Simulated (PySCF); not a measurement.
(E)-2-bromo-1-fluoroprop-1-ene (C₃H₄BrF), SMILES C/C(Br)=C\F. Atoms are numbered in the order given.

```xyz
9

C     -1.6725     0.9225     0.0000
C     -0.2350     0.5421     0.0000
Br     0.1605    -1.3054     0.0000
C      0.7926     1.3926     0.0000
F      0.5959     2.7093     0.0000
H     -2.1847     0.5204     0.8879
H     -1.7679     2.0169     0.0000
H     -2.1847     0.5204    -0.8879
H      1.8461     1.1043     0.0000
```

Geometry optimised at PBE0-D3(BJ)/def2-SVP.

Calculation: TDDFT-PBE/def2-SVPD in PySCF 2.14.0.

Vertical excitations. Gas-phase values at a fixed geometry. State labels are in the subgroup Cs.

```json
[
 {"state": "S1", "symmetry": "A\"", "energy (eV)": "4.91", "λ (nm)": "253", "f": "0.000", "main pairs": "HOMO→LUMO 99 %"},
 {"state": "S2", "symmetry": "A'", "energy (eV)": "5.90", "λ (nm)": "210", "f": "0.150", "main pairs": "HOMO→LUMO+1 82 %, HOMO−2→LUMO+1 13 %"},
 {"state": "S3", "symmetry": "A\"", "energy (eV)": "5.96", "λ (nm)": "208", "f": "0.008", "main pairs": "HOMO→LUMO+2 100 %"},
 {"state": "S4", "symmetry": "A\"", "energy (eV)": "6.11", "λ (nm)": "203", "f": "0.000", "main pairs": "HOMO−1→LUMO+1 100 %"},
 {"state": "S5", "symmetry": "A'", "energy (eV)": "6.26", "λ (nm)": "198", "f": "0.002", "main pairs": "HOMO−1→LUMO 98 %"},
 {"state": "S6", "symmetry": "A\"", "energy (eV)": "6.76", "λ (nm)": "184", "f": "0.000", "main pairs": "HOMO→LUMO+3 98 %"},
 {"state": "S7", "symmetry": "A\"", "energy (eV)": "6.88", "λ (nm)": "180", "f": "0.021", "main pairs": "HOMO→LUMO+4 95 %"},
 {"state": "S8", "symmetry": "A\"", "energy (eV)": "7.02", "λ (nm)": "177", "f": "0.000", "main pairs": "HOMO−2→LUMO 96 %"},
 {"state": "S9", "symmetry": "A'", "energy (eV)": "7.22", "λ (nm)": "172", "f": "0.028", "main pairs": "HOMO−1→LUMO+2 90 %"},
 {"state": "S10", "symmetry": "A'", "energy (eV)": "7.34", "λ (nm)": "169", "f": "0.056", "main pairs": "HOMO→LUMO+5 61 %, HOMO−2→LUMO+1 26 %"},
 {"state": "T1", "symmetry": "A'", "energy (eV)": "4.06", "λ (nm)": "305", "f": "0", "main pairs": "HOMO→LUMO+1 97 %"},
 {"state": "T2", "symmetry": "A\"", "energy (eV)": "4.45", "λ (nm)": "279", "f": "0", "main pairs": "HOMO→LUMO 100 %"},
 {"state": "T3", "symmetry": "A'", "energy (eV)": "5.64", "λ (nm)": "220", "f": "0", "main pairs": "HOMO−1→LUMO 99 %"},
 {"state": "T4", "symmetry": "A\"", "energy (eV)": "5.87", "λ (nm)": "211", "f": "0", "main pairs": "HOMO→LUMO+2 100 %"}
]
```
Triplets are in the Tamm–Dancoff approximation, which puts them higher than full response would, so one can lie above its singlet here.
